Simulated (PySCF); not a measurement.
MgO (SMILES [O]=[Mg]), singlet, geometry from GFN2-xTB (such geometries of metal compounds can be far from the true shape); DF-PBE0/def2-TZVPP (PySCF).

Input for PySCF:
```python
from pyscf import gto, scf, dft

mol = gto.M(
    atom='''
Mg   -0.00000000   -0.00000000   -0.65696814
O     0.00000000    0.00000000    0.98545221
''',
    basis='def2-tzvpp',
    verbose=4,
)

mf = dft.RKS(mol)
mf.xc = 'pbe0'
mf = mf.density_fit(auxbasis='def2-universal-jkfit')
mf.kernel()
```

Task: Write the output that PySCF gives for this input, abridged.

Result: 
```
PySCF version 2.14.0

[INPUT] verbose = 4
[INPUT] num. atoms = 2
[INPUT] num. electrons = 20
[INPUT] charge = 0
[INPUT] spin (= nelec alpha-beta = 2S) = 0
[INPUT] symmetry False subgroup None
[INPUT] Mole.unit = angstrom
[INPUT] Symbol           X                Y                Z      unit          X                Y                Z       unit  Magmom
[INPUT]  1 Mg     0.000000000000   0.000000000000  -0.656968140000 AA    0.000000000000   0.000000000000  -1.241489857165 Bohr   0.0
[INPUT]  2 O      0.000000000000   0.000000000000   0.985452210000 AA    0.000000000000   0.000000000000   1.862234785747 Bohr   0.0

nuclear repulsion = 30.9305789156351
number of shells = 23
number of NR pGTOs = 99
number of NR cGTOs = 63
basis = def2-tzvpp
ecp = {}

******** <class 'pyscf.df.df_jk.DFRKS'> ********
method = DFRKS
initial guess = minao
damping factor = 0
level_shift factor = 0
DIIS = <class 'pyscf.scf.diis.CDIIS'>
diis_start_cycle = 1
diis_space = 8
diis_damp = 0
SCF conv_tol = 1e-09
SCF conv_tol_grad = None
SCF max_cycles = 50
direct_scf = False
XC library pyscf.dft.libxc version 7.1.2
    S. Lehtola, C. Steigemann, M. J. T. Oliveira, and M. A. L. Marques,  SoftwareX 7, 1–5 (2018)
XC functionals = pbe0
    C. Adamo and V. Barone,  J. Chem. Phys. 110, 6158 (1999)
    M. Ernzerhof and G. E. Scuseria,  J. Chem. Phys. 110, 5029 (1999)
radial grids:
    Treutler-Ahlrichs [JCP 102, 346 (1995); DOI:10.1063/1.469408] (M4) radial grids

becke partition: Becke, JCP 88, 2547 (1988); DOI:10.1063/1.454033
pruning grids: <function nwchem_prune>
grids dens level: 3
symmetrized grids: False
atomic radii adjust function: <function treutler_atomic_radii_adjust>
small_rho_cutoff = 0
Set gradient conv threshold to 3.16228e-05
Initial guess from minao.
tot grids = 32664
******** <class 'pyscf.df.df.DF'> ********
auxbasis = def2-universal-jkfit
init E= -275.066880884293
  HOMO = -0.4337132440443  LUMO = -0.155807738114092  gap/eV = 7.56219
cycle= 1 E= -274.629417185117  delta_E= 0.437  |g|= 1.31  |ddm|= 1.76
  HOMO = -0.0363205898764855  LUMO = 0.0429074723010262  gap/eV = 2.15591
cycle= 2 E= -267.364210355312  delta_E= 7.27  |g|= 3.06  |ddm|=  3.2
  HOMO = -0.390165743528859  LUMO = -0.110625677663045  gap/eV = 7.60667
cycle= 3 E= -274.797828428373  delta_E= -7.43  |g|= 0.927  |ddm|= 3.16
  HOMO = -0.195419645046572  LUMO = -0.119895276501133  gap/eV = 2.05512
cycle= 4 E= -275.046716172953  delta_E= -0.249  |g|= 0.114  |ddm|= 0.876
  HOMO = -0.204251107243695  LUMO = -0.125619859048761  gap/eV = 2.13967
cycle= 5 E= -275.040702387564  delta_E= 0.00601  |g|= 0.196  |ddm|= 0.232
  HOMO = -0.209568123906102  LUMO = -0.125102891201799  gap/eV = 2.29842
cycle= 6 E= -275.042387966268  delta_E= -0.00169  |g|= 0.177  |ddm|= 0.0295
  HOMO = -0.210466530991036  LUMO = -0.125242105871166  gap/eV = 2.31907
cycle= 7 E= -275.043112044008  delta_E= -0.000724  |g|= 0.168  |ddm|= 0.00577
  HOMO = -0.229439275158173  LUMO = -0.127798581857263  gap/eV = 2.76578
cycle= 8 E= -275.049688979273  delta_E= -0.00658  |g|= 0.014  |ddm|= 0.119
  HOMO = -0.228246774510793  LUMO = -0.127776910207729  gap/eV = 2.73392
cycle= 9 E= -275.049736479041  delta_E= -4.75e-05  |g|= 0.000721  |ddm|= 0.01
  HOMO = -0.228164698020031  LUMO = -0.127754792663644  gap/eV = 2.73229
cycle= 10 E= -275.049736621831  delta_E= -1.43e-07  |g|= 0.000543  |ddm|= 0.00141
  HOMO = -0.228100683307556  LUMO = -0.127760793201816  gap/eV = 2.73039
cycle= 11 E= -275.049736700784  delta_E= -7.9e-08  |g|= 2.52e-05  |ddm|= 0.000428
  HOMO = -0.228100472791874  LUMO = -0.127762365953075  gap/eV = 2.73034
cycle= 12 E= -275.04973670102  delta_E= -2.36e-10  |g|= 3.52e-06  |ddm|= 4.61e-05
  HOMO = -0.228102166007848  LUMO = -0.127762633317417  gap/eV = 2.73038
Extra cycle  E= -275.049736700967  delta_E= 5.3e-11  |g|= 1.56e-05  |ddm|= 1.44e-05
converged SCF energy = -275.049736700967
```
